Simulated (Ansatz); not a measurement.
Start from `NC#[C][SnH2][OH]` and change one atom or group to get `NC#C[TeH]`.

Ansatz, PBE0-D4/def2-TZVP geometries, multiplicity 1. Each molecule was computed in one conformer, which needn't be the lowest.

Elements past krypton have def2 core potentials.

| property | `NC#[C][SnH2][OH]` |
| --- | --- |
| HOMO energy (B3LYP/def2-TZVPP) / eV | -6.50 |
| LUMO energy (PBE/def2-TZVPP) / eV | -0.98 |
| size of the dipole moment (B3LYP/def2-TZVPP) / D | 3.96 |
| LUMO energy (ωB97M-V/def2-TZVPP) / eV | 1.32 |
| size of the dipole moment (ωB97M-V/def2-TZVPP) / D | 3.91 |
| LUMO energy (PBE0/def2-TZVPP) / eV | -0.19 |

Task: What does the change do to each property? (Estimate.)

Result: The calculation gave: 
```
                                          property  `NC#C[TeH]`  shift
               HOMO energy (B3LYP/def2-TZVPP) / eV        -5.80   0.70
                 LUMO energy (PBE/def2-TZVPP) / eV        -1.22  -0.24
  size of the dipole moment (B3LYP/def2-TZVPP) / D         2.19  -1.77
             LUMO energy (ωB97M-V/def2-TZVPP) / eV         1.41   0.09
size of the dipole moment (ωB97M-V/def2-TZVPP) / D         2.20  -1.71
                LUMO energy (PBE0/def2-TZVPP) / eV        -0.41  -0.22
```

With PBE0 the HOMO rises by 0.72 eV and the LUMO falls by 0.22 eV, so the gap narrows by about 0.94 eV. PBE moves the HOMO by 0.54 eV and ωB97M-V by 0.86 eV. Dipoles are sizes alone; their direction can turn.

B3LYP here is the variant with VWN-RPA as its local correlation; programs differ in this.

Spin–orbit coupling is left out; it splits and shifts lone-pair levels of the heavy atoms by tenths of an eV.
